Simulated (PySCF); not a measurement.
CH4ClGaO2 (SMILES C[O][Ga]([OH])[Cl]), singlet, geometry from GFN2-xTB (such geometries of metal compounds can be far from the true shape). Base run: PBE/6-31G, polarisability run with PySCF.

The PySCF input:
```python
from pyscf import gto, scf, dft
from pyscf.prop import polarizability

mol = gto.M(
    atom='''
Ga    0.065462    0.149326    0.092040
Cl   -0.170087   -0.620802    2.005165
O     0.711761    1.750236   -0.219874
H     0.982297    2.333415    0.487767
O    -0.391572   -0.814716   -1.307374
C    -0.303736   -0.458986   -2.681588
H     0.343166   -1.182049   -3.184030
H    -1.306381   -0.502377   -3.113525
H     0.103987    0.545296   -2.823764
''',
    basis='6-31g',
    charge=0,
    spin=0,
    verbose=4,
)

mf = dft.RKS(mol)
mf.xc = 'pbe'
mf.kernel()
alpha = mf.Polarizability().polarizability()[2, 2]
print('alpha_zz =', alpha)
```

The base run was repeated with changes; each row names its change, and settings that it needs were set with it.

```csv
change,alpha_zz (bohr³),basis functions,core-seconds (rough)
base,66.93,75,20
finite field (a.u.) = 2e-4; conv_tol = 1e-11,66.93,75,20
"functional = lda,vwn",67.79,75,10
functional = camb3lyp,60.28,75,60
finite field (a.u.) = 2e-4; conv_tol = 1e-6,68.80,75,10
finite field (a.u.) = 0.001; conv_tol = 1e-6,66.79,75,20
finite field (a.u.) = 0.001; conv_tol = 1e-11,66.94,75,20
basis = cc-pVDZ,69.51,107,40
functional = hf,51.56,75,4
basis = def2-SVP,(withheld),(withheld),40
basis = 6-31G*,(withheld),(withheld),30
basis = STO-3G,50.79,46,10
```

**Question.** Some entries are withheld; supply them.

**Answer.** 
- basis = def2-SVP, alpha_zz (bohr³): 66.19
- basis = def2-SVP, basis functions: 112
- basis = 6-31G*, alpha_zz (bohr³): 68.56
- basis = 6-31G*, basis functions: 100

Finite-field rows take the second difference of the energy in a field along z; a small field with loose convergence shows SCF noise divided by the square of the field, and a large one adds hyperpolarisability.
